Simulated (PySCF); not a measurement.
**MF cations for M along group 4**

PBE0 with triple-zeta basis sets in PySCF, for the lowest determinant that a PBE0 search found; no spin–orbit coupling. De refers to high-spin ground-configuration atoms (the charge goes to the atom of lower measured ionisation energy or higher electron affinity, which is not always the lowest computed limit). A positive dipole points towards F; it is taken about the centre of mass and depends on that origin.

| M | basis | charged atom | state (unpaired electrons) | Re (Å) | ωe (cm⁻¹) | De (eV) | μ (D) |
| --- | --- | --- | --- | --- | --- | --- | --- |
| Ti | def2-TZVPPD | Ti+ | triplet (δ ↑↑) | 1.716 | 816 | n/a | -6.16 |
| Zr | def2-TZVPPD | Zr+ | triplet (σ ↑, δ ↑) | 1.815 | 757 | n/a | -4.59 |
| Hf | def2-TZVPPD | Hf+ | triplet (σ ↑, δ ↑) | 1.814 | 754 | n/a | -3.78 |

The shortest bond is that of TiF⁺ (1.716 Å), the longest that of ZrF⁺ (1.815 Å).

The state changes along the series, so neighbouring rows are not always alike in their bonding.

De is left out where the level can put another filling of the metal’s s and d shells below the measured ground configuration, by anything from nothing to about 1 eV. These are scalar-relativistic numbers at best; spin–orbit coupling would shift them, the dissociation energy most. The state is the lowest single determinant that the PBE0 search found; with open d or f shells the true ground state can be another one.
